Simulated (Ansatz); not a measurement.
Mulliken charges of FGe$_{2}$H$_{5}$O, SMILES `[OH][GeH2][GeH2][F]` from PBE/def2-TZVPP in Ansatz (PBE0-D4/def2-TZVP geometry).

```csv
atom,x (Å),y (Å),z (Å),charge (e)
O1,-0.289,2.038,-0.661,-0.389
Ge2,0.629,0.817,0.270,0.241
Ge3,-0.319,-1.375,-0.227,0.384
F4,0.398,-2.500,0.908,-0.353
H5,-1.125,2.265,-0.249,0.180
H6,0.533,1.125,1.778,-0.017
H7,2.072,0.952,-0.232,0.002
H8,-1.837,-1.449,0.019,-0.028
H9,0.027,-1.919,-1.624,-0.021
```

By hand: the dipole of these point charges (1 e Å = 4.8032 D).

Σ q r = (-0.156, 0.230, -0.127) e Å, of length 0.306 e Å = 1.47 D.

How does the dipole of the full density compare? (Best estimate.)

The calculation gave: (-0.239, 0.247, -0.007) e Å, 1.65 D; the point charges give 0.89 times that, at 25° from its direction.

Point charges leave out the atoms' own dipoles, such as those of lone pairs, and Mulliken's split depends on the basis, so the two needn't agree.
